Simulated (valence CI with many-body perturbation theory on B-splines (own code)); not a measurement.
The numbers below are computed, except where a source is named.
**Basis-set convergence for Cs XLIX**

Method: valence CI with perturbative core correlation (CI+MBPT): five valence electrons over a frozen Dirac-Fock core [He], a basis of 9 s, 9 p, 8 d, 6 f, 3 g, 1 h functions for each j, with the one-electron correlation potential Σ1 (screened to all orders), the two-electron term Σ2, the three-electron term Σ3, Breit, model QED; selected single and double excitations, second order for the rest, scaled by the run's own slope (own B-spline code, finite nucleus).

The last digits are not significant, and no measured levels were compared; by estimate large intervals hold to a few tenths of a per cent, small ones and those within an open d or f shell to about a per cent. Among the levels kept, up to 4100 cm⁻¹ of a level comes from second order outside the variational space, and about a tenth of that is noise between levels of different J, which matters for small intervals.

The reference run has the lowest level (2s^2 2p1/2^2 2p3/2) J=3/2 and an ionisation energy of 8726.33 eV. Its largest variational space holds 20000 state functions.

Levels are named by their leading jj configuration (3d3/2^4 stands for four electrons in 3d with j = 3/2), which in mixed levels can hold well under half, so a name can repeat and another be missing. Letters in brackets count levels of one name in rising energy.

Changed runs:
A. basis 6 s, 6 p, 5 d, 3 f, 1 g
B. basis 5 s, 5 p, 4 d, 2 f

Excitation energies of the reference run in cm⁻¹, and shifts in cm⁻¹:

| Level | Reference | A | B |
| --- | --- | --- | --- |
| (2s^2 2p1/2 2p3/2^2) J=3/2 | 2830280 | -43 | -269 |
| (2s^2 2p1/2 2p3/2^2) J=5/2 | 2993810 | +112 | +168 |
| (2s^2 2p1/2 2p3/2^2) J=1/2 | 3253280 | +56 | +228 |
| (2s 2p1/2^2 2p3/2^2) J=5/2 | 4634170 | -139 | -323 |
| (2s 2p1/2^2 2p3/2^2) J=1/2 | 5202490 | -92 | +83 |
| (2s 2p1/2^2 2p3/2^2) J=3/2 | 5215050 | -1.9 | +201 |
| (2s^2 2p3/2^3) J=3/2 | 6093260 | +33 | +7.7 |
| (2s 2p1/2 2p3/2^3) J=3/2 [a] | 7629710 | -181 | -421 |
| (2s 2p1/2 2p3/2^3) J=5/2 | 7896140 | +20 | +95 |
| (2s 2p1/2 2p3/2^3) J=1/2 | 8202530 | -50 | +34 |
| (2s 2p1/2 2p3/2^3) J=3/2 [b] | 8291800 | +70 | +352 |
| (2p1/2^2 2p3/2^3) J=3/2 | 10285900 | -142 | +75 |
| Ionisation energy (eV) | 8726.33 | -0.023 | -0.12 |
